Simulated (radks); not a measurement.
Values are calculated unless marked as measured or tabulated.
Question: Ionisation of neutral beryllium, [He] 2s2, to Be+, [He] 2s1, under several functionals. Dirac Kohn-Sham, spin-unpolarised, spherical densities, point nucleus; a radial shooting solver on a logarithmic mesh with Libxc functionals. Known Delta-SCF values: BP86 9.640 eV; B86b exchange with PBE correlation 9.579 eV; exchange-only LDA 8.489 eV. What does OLYP give, and what is its highest occupied eigenvalue?

Answer: 9.435 eV by Delta-SCF; the 2s1/2 eigenvalue is -5.484 eV. NIST: 9.323 eV (measured).

Beside tabulated values, note that spin-unpolarised runs miss the spin-polarisation part of the exchange energy of open shells.
